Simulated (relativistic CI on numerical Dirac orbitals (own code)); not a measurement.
Ni2+ in a cubic cluster: 2p photoemission with charge transfer

Computed with a charge-transfer multiplet model of a cubic metal-ligand cluster with up to 2 ligand holes, Slater and spin-orbit integrals from Dirac-Coulomb-Breit ions, Slater integrals scaled by 0.8. The ground state mixes d8 with configurations of k ligand holes L, whose averages lie at kΔ + k(k − 1)U_dd/2; a core hole lowers each added d electron by U_cd. 300 K, Lorentzian 0.6 eV and Gaussian 0.8 eV FWHM.

Atomic integrals in eV (Slater integrals scaled, ζ unscaled), ground: F2dd 9.736, F4dd 6.042, zeta_d 0.080; with the core hole: F2dd 11.178, F4dd 6.982, zeta_d 0.114, zeta_core 11.406, F2cd 6.704, G1cd 5.115, G3cd 2.909.

Cluster parameters (eV): U_dd = 7.4, U_cd = 9, 10Dq = 0.55, 10Dq(ligand) = 0.3, V(eg) = 2.2, V(t2g) = -0.98, final-state hopping factor = 0.8.

```csv
Case,n_d,d8,d9L,d10L2,S
Δ = 0.2 eV,8.48,0.55,0.43,0.03,1.00
Δ = 1.2 eV,8.39,0.63,0.35,0.02,1.00
Δ = 2.2 eV,8.31,0.71,0.28,0.01,1.00
Δ = 3.2 eV,8.24,0.77,0.23,0.01,1.00
Δ = 4.2 eV,8.19,0.81,0.18,0.00,1.00
```

Weights, n_d and S are thermal averages at 300 K. Binding energies count from the first peak over 30 % of the highest in each spectrum, which can be another peak from case to case. The parameters are a model scan and need not match a compound or its usual spin state. Peaks in eV (height, largest 100):
- Δ = 0.2 eV: 0.0 (100), 5.6 (44), 11.7 (22), 14.4 (10), 17.3 (48), 22.3 (31), 29.2 (19)
- Δ = 1.2 eV: 0.0 (100), 5.3 (47), 10.5 (26), 13.0 (12), 17.4 (47), 22.3 (30), 27.9 (23)
- Δ = 2.2 eV: 0.0 (100), 5.3 (53), 9.4 (28), 11.9 (13), 17.5 (47), 22.5 (29), 26.9 (25), 28.7 (6)
- Δ = 3.2 eV: 0.0 (100), 5.5 (60), 8.7 (26), 10.9 (14), 17.5 (46), 22.8 (31), 26.0 (24), 27.7 (6)
- Δ = 4.2 eV: 0.0 (100), 5.5 (54), 8.4 (19), 10.1 (14), 17.6 (45), 23.1 (33), 25.5 (17)

Curve for Δ = 2.2 eV (points under 2 left out, the grid thinned):

E (eV), Intensity and a bar:
```
     -3.0        2.1 
     -2.2        3.8 #
     -1.5        8.5 ##
     -0.8       33.8 ##########
      0.0      100.0 ##############################
      0.8       46.5 ##############
      1.5       15.8 ####
      2.2        7.9 ##
      3.0        6.4 #
      3.8        7.8 ##
      4.5       22.9 ######
      5.2       51.5 ###############
      6.0       36.5 ###########
      6.8       13.4 ###
      7.5       16.2 ####
      8.2       21.0 ######
      9.0       25.2 #######
      9.8       25.8 #######
     10.5       15.8 ####
     11.2        9.6 ##
     12.0       13.1 ###
     12.8        6.9 #
     13.5        5.3 #
     14.2        3.1 
     15.0        2.4 
     15.8        4.0 #
     16.5       12.8 ###
     17.2       42.3 ############
     18.0       32.5 #########
     18.8        9.7 ##
     19.5        4.9 #
     20.2        3.6 
     21.0        3.9 #
     21.8       13.2 ###
     22.5       28.9 ########
     23.2       14.2 ####
     24.0        3.8 #
     24.8        3.8 #
     25.5        8.5 ##
     26.2       17.1 #####
     27.0       24.8 #######
     27.8        8.3 ##
     28.5        5.6 #
     29.2        4.5 #
     30.0        2.1
```

For the case Δ = 2.2 eV, Δ = 2.2 eV is smaller than U_dd = 7.4 eV, the charge-transfer side of the Zaanen-Sawatzky-Allen scheme. With the core hole the configuration with one ligand hole lies at Δ − U_cd = -8.8, -7.8, -6.8, -5.8, -4.8 eV from the one without, in the order of the table; where this is negative the screened configuration lies lower.
